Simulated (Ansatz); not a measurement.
In5O12H9⁺. Charge 1, multiplicity 2. Geometry PBE-D4/def2-SVP, that of the neutral singlet.

```xyz
26

In   -1.3684   -0.9910   -0.1467
In    1.4003    0.5834   -1.4380
In   -0.9390    2.4336    0.7833
In    1.4247   -1.9731    1.2108
In   -1.4479   -0.4840   -3.6366
O     2.6304    1.5659   -0.1562
O     1.0298    0.0763   -3.4158
O    -1.7611    0.4476    1.4181
O    -1.5442    0.6979   -1.5840
O    -2.8968    2.9847    0.8897
O     0.8251    3.1247    1.4090
O    -0.7370   -2.2636    1.5437
O    -0.5017    1.6886   -1.2489
O     2.4748   -3.6639    1.5544
O    -2.3383   -1.8985   -1.7596
O     0.7065   -1.2169   -0.6208
O     2.1772   -0.1784    1.8853
H     2.6257    0.9434    0.6380
H     1.2316    0.8094   -4.0316
H    -2.6785    0.8098    1.3522
H    -3.1977    3.1704   -0.0223
H     1.5128    2.6660    0.8472
H    -1.0395   -1.7618    2.3308
H     1.9143   -4.4317    1.3256
H    -2.2975   -2.8753   -1.7637
H     2.7944   -0.2633    2.6360
```

In the def2 sets In takes a core potential; there is no spin–orbit coupling. Single mean-field runs in def2-TZVP are fitted with def2-universal-jkfit. The structure holds one bond between oxygen atoms, so isomers without such links may lie far lower. At PBE-D4/def2-TZVP, B97M-V/def2-TZVP the gap within one spin of the charge 1 doublet nearly closes, so an electron or hole may be smeared out by delocalisation error.

Question: Estimate the α-spin orbital energies around the gap (eV) in Ansatz with PBE-D4/def2-TZVP, B97M-V/def2-TZVP, PBE0-D4/def2-TZVP.

Answer: 
```tsv
orbital	PBE-D4/def2-TZVP	B97M-V/def2-TZVP	PBE0-D4/def2-TZVP
HOMO−5	-10.36	-10.75	-11.70
HOMO−4	-10.29	-10.57	-11.62
HOMO−3	-10.15	-10.50	-11.42
HOMO−2	-10.09	-10.44	-11.35
HOMO−1	-10.03	-10.38	-11.17
HOMO	-10.00	-10.30	-11.06
LUMO	-6.91	-6.84	-6.17
LUMO+1	-6.64	-6.53	-5.98
LUMO+2	-5.95	-5.93	-5.76
LUMO+3	-5.75	-5.72	-5.01
LUMO+4	-5.46	-5.25	-4.53
LUMO+5	-5.04	-4.80	-4.36
β HOMO	-9.89	-10.15	-11.06
β LUMO	-9.88	-10.12	-9.91
```
